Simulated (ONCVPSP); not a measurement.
# Logarithmic derivatives: Sr (Z = 38), ONCV

ONCVPSP 4.0.1 input, shortened (lines: element, Z, core and valence counts, functional; n l f; lmax; l rc ep ncon nbas qcut; lloc lpopt rc5 dvloc0; l nproj debl; icmod fcfact rcfact), PBE, scalar-relativistic:

```
  Sr 38.00    6    3        4      upf
    1    0    2.00
    2    0    2.00
    2    1    6.00
    3    0    2.00
    3    1    6.00
    3    2   10.00
    4    0    2.00
    4    1    6.00
    5    0    2.00
    2
    0    2.35    0.00    4    9    6.50
    1    1.40    0.00    4    8    6.20
    2    1.90    0.19    4    7    5.00
    4    3    1.15    3.00
    0    2    1.80
    1    1    1.40
    2    1    1.30
    2    0.15    0.85
```

In the d channel the program set the typed energies aside and used 0.050 Ha.

The phase is arctan(r·R′/R) of the radial function R(r), unwrapped; energies in Ha, scanned from -3 to 5 Ha. A pole is an energy at which the radial function vanishes at the test radius. The pseudo phase is shifted by a multiple of π to meet the all-electron one at the reference energy, and phase errors are pseudo minus all-electron; the curves can meet again beyond the range given. Levels narrower than the energy grid can be missing from the lists of poles.

```json
{"channel": "s", "radius (bohr)": "2.39", "reference energy (Ha)": "-0.13", "poles, all-electron": "-1.35, 2.83", "poles, pseudo": "-1.35, 2.78", "unbroken range about the reference energy with phases within 0.05 rad": "below 4.0", "phase error 1 Ha above the reference energy (rad)": "-0.001"}
{"channel": "p", "radius (bohr)": "1.42", "reference energy (Ha)": "-0.84", "poles, all-electron": "2.63", "poles, pseudo": "2.21", "unbroken range about the reference energy with phases within 0.05 rad": "below 2.9", "phase error 1 Ha above the reference energy (rad)": "-0.005"}
{"channel": "d", "radius (bohr)": "1.92", "reference energy (Ha)": "0.05", "poles, all-electron": "1.61", "poles, pseudo": "1.58", "unbroken range about the reference energy with phases within 0.05 rad": "below 3.0", "phase error 1 Ha above the reference energy (rad)": "-0.003"}
```

Phases in the d channel:

| E (Ha) | all-electron | pseudo |
| --- | --- | --- |
| -2.98 | 1.281 | 1.279 |
| -2.76 | 1.264 | 1.262 |
| -2.54 | 1.245 | 1.243 |
| -2.32 | 1.221 | 1.219 |
| -2.10 | 1.193 | 1.191 |
| -1.88 | 1.157 | 1.155 |
| -1.66 | 1.112 | 1.110 |
| -1.44 | 1.052 | 1.049 |
| -1.22 | 0.969 | 0.966 |
| -1.00 | 0.847 | 0.844 |
| -0.78 | 0.658 | 0.655 |
| -0.56 | 0.355 | 0.352 |
| -0.34 | -0.090 | -0.092 |
| -0.12 | -0.563 | -0.563 |
| 0.10 | -0.909 | -0.909 |
| 0.32 | -1.127 | -1.127 |
| 0.54 | -1.267 | -1.268 |
| 0.76 | -1.363 | -1.365 |
| 0.98 | -1.434 | -1.437 |
| 1.20 | -1.490 | -1.493 |
| 1.42 | -1.535 | -1.540 |
| 1.64 | -1.575 | -1.581 |
| 1.86 | -1.613 | -1.620 |
| 2.08 | -1.649 | -1.658 |
| 2.30 | -1.685 | -1.699 |
| 2.52 | -1.726 | -1.744 |
| 2.74 | -1.772 | -1.799 |
| 2.96 | -1.828 | -1.869 |
| 3.18 | -1.903 | -1.969 |
| 3.40 | -2.010 | -2.126 |
| 3.62 | -2.178 | -2.402 |
| 3.84 | -2.471 | -2.904 |
| 4.06 | -2.973 | -3.537 |
| 4.28 | -3.562 | -3.968 |
| 4.50 | -3.961 | -4.200 |
| 4.72 | -4.185 | -4.334 |
| 4.94 | -4.317 | -4.419 |
